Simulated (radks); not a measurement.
Values are calculated unless marked as measured or tabulated.
In3+, 46 electrons, occupied as [Kr] 4d9 5s1 (not the ground configuration).

Level of theory: non-relativistic Kohn-Sham, PBE, spin-polarised, spherical densities, point nucleus; open shells are filled with parallel spins first (spin-orbit coupling, left out, can overturn this in heavy ions); relativity is left out, which matters for an element this heavy (a radial shooting solver on a logarithmic mesh with Libxc functionals).

Energy parts (Ry):
part                        energy
total                 -11479.13478
kinetic                11474.67027
electron-nucleus      -27190.87212
Hartree                 4546.20274
exchange-correlation    -309.13568

Orbitals (lengths in bohr, moments of r in powers of bohr; r(max) is where P^2 peaks):
| orbital | occ. | eigenvalue (Ry) | r(max) | <1/r> |
|---|---|---|---|---|
| 1s up | 1 | -1972.237 | 0.02056 | 48.48 |
| 1s down | 1 | -1972.234 | 0.02056 | 48.48 |
| 2s up | 1 | -291.1093 | 0.1140 | 11.06 |
| 2s down | 1 | -291.0887 | 0.1140 | 11.06 |
| 2p up | 3 | -272.0387 | 0.08927 | 11.07 |
| 2p down | 3 | -272.0228 | 0.08926 | 11.07 |
| 3s up | 1 | -57.19134 | 0.3278 | 3.972 |
| 3s down | 1 | -57.17967 | 0.3278 | 3.972 |
| 3p up | 3 | -49.38819 | 0.3143 | 3.892 |
| 3p down | 3 | -49.37506 | 0.3143 | 3.892 |
| 3d up | 5 | -34.93723 | 0.2587 | 3.748 |
| 3d down | 5 | -34.91854 | 0.2587 | 3.748 |
| 4s up | 1 | -10.76875 | 0.7952 | 1.570 |
| 4s down | 1 | -10.69561 | 0.7950 | 1.571 |
| 4p up | 3 | -8.20667 | 0.8253 | 1.461 |
| 4p down | 3 | -8.13156 | 0.8251 | 1.463 |
| 4d up | 5 | -3.98878 | 0.9156 | 1.189 |
| 4d down | 4 | -3.90590 | 0.9147 | 1.193 |
| 5s up | 1 | -2.53487 | 2.007 | 0.5774 |
| 5s down | 0 | -2.42842 | 2.012 | 0.5766 |

The highest occupied level is 5s up at -34.489 eV. Spin moment in Bohr magnetons: 2. Summed over all electrons, <r^2> = 28.86 bohr^2, which gives a Langevin (diamagnetic) susceptibility term of -22.9 x 10^-6 cm^3/mol. The electron density at the nucleus is 8.272e+04 e/bohr^3. The density falls to 0.001 e/bohr^3 at r = 3.42 bohr. Virial ratio -V/T = 2.00039.
